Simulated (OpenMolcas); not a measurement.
# Tm2+: moving the ligands

Tm2+ with 6 ligands (chloride) in trigonal prismatic coordination (D3h) at 2.79 Å, a polar angle of 45.7° against the regular 49.1°. A charge of +0.667 e stands 2.6 Å behind each ligand. Ligand basis ANO-RCC-VDZP.

- Program: OpenMolcas 26.06
- Method: CASSCF
- Basis: ANO-RCC-VTZP [8s7p5d3f2g1h]
- Scalar Hamiltonian: DKH2, point nucleus
- Active space: 13 electrons in 7 orbitals (4f)
- State averaging: 2S+1 = 2 odd, 7 roots
- Spin-orbit coupling: state interaction with AMFI integrals over the reference wave functions

Runs around this geometry, states (labels of D3, the rotations of D3h). Energies in cm-1 above the lowest state or level, χT in cm3 K/mol; under a threefold ground state the first gap can be a small split of the lowest multiplet, not the spin-orbit step.

| R (Å) | Ground state | First state of that spin | First gap with spin-orbit (degeneracies) | Width of lowest J | χT at 300 K |
| --- | --- | --- | --- | --- | --- |
| 2.68 | 2S+1 = 2 | 2E 128.8 | 36.1 (2, 2) | 469 | 2.530 |
| 2.79 | 2A2 | 2E 10.6 | 43.3 (2, 2) | 480 | 2.531 |
| 2.87 | 2A2 | 2E 15.9 | 46.4 (2, 2) | 477 | 2.533 |

Without dynamic correlation the ligand-field splitting of an f shell can come out too small, at times by half. A group larger than the point group allows holds several states that coincide in this model. No measured value stands beside these numbers; the geometry was imposed, not optimised, and the real ion may take another.

A state without a sure symmetry label is named by its multiplicity alone.
